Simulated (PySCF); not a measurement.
BeH2Se, SMILES [BeH][SeH]. Coordinates come from a PBE0-D3(BJ)/def2-TZVP optimisation.

All values below come from PBE0-D3(BJ)/def2-TZVP (PySCF).

Harmonic wavenumbers (cm⁻¹): 406, 521, 599, 639, 2150, 2427. Rotational constants (GHz): 234.5, 11.62, 11.07; symmetry number 1.

### Question
Work out the zero-point energy and the ideal-gas rigid-rotor harmonic-oscillator thermochemistry at 298.15 K and 1 atm.

### Answer
ZPE = ½ Σ hcν = ½ × 6742 cm⁻¹ = 40.33 kJ/mol. H − E(el) = 52.38 kJ/mol. Entropy in J/(mol K): translation 164.87, rotation 83.29, vibration 9.99, total 258.14. G − E(el) = -24.59 kJ/mol. Cp = 52.73 J/(mol K).
